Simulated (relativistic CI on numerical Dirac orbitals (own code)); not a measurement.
Te¹³⁺: sensitivity of the levels to the model

Base calculation: Dirac-Coulomb-Breit CI, KLI orbitals optimised for each configuration, model QED (radiative potential, 1s self-energy scaled to tabulated hydrogen-like ionisation energies), unscaled Slater integrals.

CI space (outside the closed core [Ar] 3d10): 4s2 4p6 4d3, 4s2 4p5 4d4, 4s2 4p6 4d2 4f, 4s 4p6 4d4, 4s2 4p6 4d2 5s, 4s2 4p6 4d2 5p, 4s2 4p6 4d 4f 5s, 4s 4p6 4d3 4f, 4s2 4p6 4d2 5d, 4s2 4p6 4d 5s 5p, 4s2 4p6 4d 4f2, 4s2 4p6 4f3, 4s2 4p6 4f2 5s, 4s2 4p6 4f2 5p, 4s 4p6 4d 4f3, 4p6 4d5, 4p5 4d6, 4s2 4p6 4d 5s2, 4s2 4p6 4f 5s2, 4s2 4p6 5s2 5p, 4s 4p6 4d 4f 5s2. Double excitations out of closed p, d and f shells are left out; levels of such configurations are missing from the list, as are those of other unlisted configurations, and high levels can miss mixing partners. These lack a partner that the ground configuration has and come out too high: 4s2 4p6 4d2 5d.

The lowest level and the first level of each name with at least 55 % of one term (blank where a level has no safe partner in the second run):

```tsv
Level	Base (cm⁻¹)	Shift (cm⁻¹)
4s2 4p6 4d3 4F_3/2	0	0
4s2 4p6 4d3 4F_5/2	8097	-280
4s2 4p6 4d3 4F_7/2	15704	-346
4s2 4p6 4d3 4F_9/2	22015	-313
4s2 4p6 4d3 4P_3/2	25781	+2694
4s2 4p6 4d3 4P_1/2	28577	+2773
4s2 4p6 4d3 2G_7/2	38577	+298
4s2 4p6 4d3 4P_5/2	39044	+3013
4s2 4p6 4d3 2P_1/2	48714	+2423
4s2 4p6 4d3 2H_11/2	55904	-1534
4s2 4p6 4d3 2D_5/2	56124	+3822
4s2 4p6 4d3 2P_3/2	65032	+2882
4s2 4p6 4d3 2F_5/2	71715	+3157
4s2 4p6 4d3 2F_7/2	71902	+2762
4s2 4p5 4d4 6D°_7/2	566746	-179
4s2 4p5 4d4 6D°_5/2	567044	-355
4s2 4p5 4d4 6D°_9/2	569512	-32
4s2 4p5 4d4 6D°_3/2	570077	-546
4s2 4p5 4d4 6D°_1/2	577410	-562
4s2 4p5 4d4 6F°_11/2	594436	+896
4s2 4p5 4d4 4D°_1/2	610151	-1614
4s2 4p5 4d4 4G°_5/2	615898	-1284
```

At this charge energies of transitions that change n are usually good to better than 1 %, and those within a shell (Δn = 0) to a few per cent. Terms inside the open d or f shell come out 10 to 20 % too wide with unscaled integrals. Levels and lines within the n = 5 or 6 shells can be off by up to 10 % or somewhat more, and those that change n by about 2 %, since core polarisation is missing.

Problem. One thing was changed in a second run, which moved the levels as shown. Which?
A. only the first 3 configurations
B. QED terms removed
C. Breit term removed

Solution. A. Only the first 3 configurations. With fewer configurations the levels that remain lose their mixing partners.

LS names give the leading component of a level, which can be under half, so a name can repeat, a term be missing and a line seem to break the LS rules.
